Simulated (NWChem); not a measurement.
Everything below was run with NWChem. System: Sn, charge 0, spin multiplicity 3. Its SCF solution wasn't tested for a lower state. Level: UB3LYP/x2c-SVPall-2c, scalar ZORA, VWN1-RPA local correlation.

Input file:

```
start mol
memory heap 200 mb stack 900 mb global 1100 mb
geometry units angstroms nocenter noautoz noautosym
  Sn     0.000000     0.000000     0.000000
end
basis spherical
  * library x2c-svpall-2c
end
relativistic
  zora on
end
dft
  xc b3lyp
  odft
  mult 3
  semidirect memsize 60000000 filesize 0
  iterations 100
  grid fine
end
task dft energy
```

NWChem printed:

```
             Northwest Computational Chemistry Package (NWChem) 7.3.0
             --------------------------------------------------------

                                NWChem Input Module
                                -------------------

 Scaling coordinates for geometry "geometry" by  1.889725989
 (inverse scale =  0.529177249)

                             Geometry "geometry" -> ""
                             -------------------------

 Output coordinates in angstroms (scale by  1.889725989 to convert to a.u.)

  No.       Tag          Charge          X              Y              Z
 ---- ---------------- ---------- -------------- -------------- --------------
    1 Sn                  50.0000     0.00000000     0.00000000     0.00000000

 Effective nuclear repulsion energy (a.u.)       0.0000000000

            Nuclear Dipole moment (a.u.)
            ----------------------------
        X                 Y               Z
 ---------------- ---------------- ----------------
     0.0000000000     0.0000000000     0.0000000000


 Summary of "ao basis" -> "" (spherical)
 ------------------------------------------------------------------------------
       Tag                 Description            Shells   Functions and Types
 ---------------- ------------------------------  ------  ---------------------
 *                       x2c-svpall-2c                on all atoms

                                 NWChem DFT Module
                                 -----------------

 Summary of "ao basis" -> "ao basis" (spherical)
 ------------------------------------------------------------------------------
       Tag                 Description            Shells   Functions and Types
 ---------------- ------------------------------  ------  ---------------------
 Sn                      x2c-svpall-2c              18       50   6s8p4d

 Summary of "ao basis" -> "ao basis" (spherical)
 ------------------------------------------------------------------------------
       Tag                 Description            Shells   Functions and Types
 ---------------- ------------------------------  ------  ---------------------
[...]
  ----- ------------  ---------------      ----- ------------  ---------------
    39      0.745611  1 Sn d  1              37      0.733731  1 Sn d -1
    34     -0.273037  1 Sn d  1              32     -0.268686  1 Sn d -1

 Vector   24  Occ=1.000000D+00  E=-3.846618D-01
              MO Center= -1.9D-14, -1.4D-15,  1.9D-14, r^2= 1.9D+00
   Bfn.  Coefficient  Atom+Function         Bfn.  Coefficient  Atom+Function
  ----- ------------  ---------------      ----- ------------  ---------------
     5      0.942102  1 Sn s                  4     -0.669691  1 Sn s
     6      0.247110  1 Sn s                  3      0.187627  1 Sn s
     2     -0.092964  1 Sn s                 41      0.028509  1 Sn d -2

 Vector   25  Occ=0.000000D+00  E=-1.055291D-01
              MO Center= -1.6D-14,  2.2D-14,  1.1D-14, r^2= 3.3D+00
   Bfn.  Coefficient  Atom+Function         Bfn.  Coefficient  Atom+Function
  ----- ------------  ---------------      ----- ------------  ---------------
    23      0.506174  1 Sn py                22      0.498109  1 Sn px
    20      0.295801  1 Sn py                19      0.291087  1 Sn px
    14     -0.249496  1 Sn py                13     -0.245521  1 Sn px
    11      0.100623  1 Sn py                10      0.099020  1 Sn px
     8     -0.037490  1 Sn py                 7     -0.036893  1 Sn px

 Vector   26  Occ=0.000000D+00  E=-7.720359D-02
              MO Center= -2.7D-15,  2.8D-15, -2.0D-14, r^2= 3.4D+00
   Bfn.  Coefficient  Atom+Function         Bfn.  Coefficient  Atom+Function
  ----- ------------  ---------------      ----- ------------  ---------------
    24      0.734232  1 Sn pz                21      0.385167  1 Sn pz
    15     -0.336977  1 Sn pz                12      0.129623  1 Sn pz
     9     -0.052053  1 Sn pz

 Vector   27  Occ=0.000000D+00  E=-7.720359D-02
              MO Center= -2.5D-16,  5.3D-16,  9.0D-15, r^2= 3.4D+00
   Bfn.  Coefficient  Atom+Function         Bfn.  Coefficient  Atom+Function
  ----- ------------  ---------------      ----- ------------  ---------------
    22      0.523333  1 Sn px                23     -0.514994  1 Sn py
    19      0.274532  1 Sn px                20     -0.270158  1 Sn py
    13     -0.240185  1 Sn px                14      0.236358  1 Sn py
    10      0.092390  1 Sn px                11     -0.090918  1 Sn py
     7     -0.037102  1 Sn px                 8      0.036510  1 Sn py

   alpha - beta orbital overlaps
   -----------------------------

   alpha      1      2      3      4      5      6      7      8      9     10
    beta      1      2      3      4      5      6      7      8      9     10
 overlap   1.000  1.000  1.000  1.000  1.000  1.000  1.000  1.000  1.000  1.000

   alpha     11     12     13     14     15     16     17     18     19     20
    beta     11     12     13     14     15     16     17     18     19     20
 overlap   1.000  1.000  1.000  1.000  1.000  1.000  1.000  1.000  1.000  1.000

   alpha     21     22     23     24     25     26     27     28     29     30
    beta     21     22     23     24     26     27     25     28     33     34
 overlap   1.000  1.000  1.000  0.999  0.999  0.999  1.000  0.999  1.000  1.000

   alpha     31     32     33     34     35     36     37     38     39     40
    beta     30     31     29     32     36     35     37     38     39     40
 overlap   1.000  1.000  0.999  1.000  0.999  0.999  1.000  1.000  1.000  1.000

   alpha     41     42     43     44     45     46     47     48     49     50
    beta     41     42     43     44     45     46     47     48     49     50
 overlap   1.000  1.000  1.000  1.000  1.000  1.000  1.000  1.000  1.000  1.000

     --------------------------
     Expectation value of S2:
     --------------------------
      <S2> =      2.0019 (Exact =     2.0000)

 Task  times  cpu:        4.6s     wall:        4.6s

 Total times  cpu:        4.7s     wall:        4.7s
```
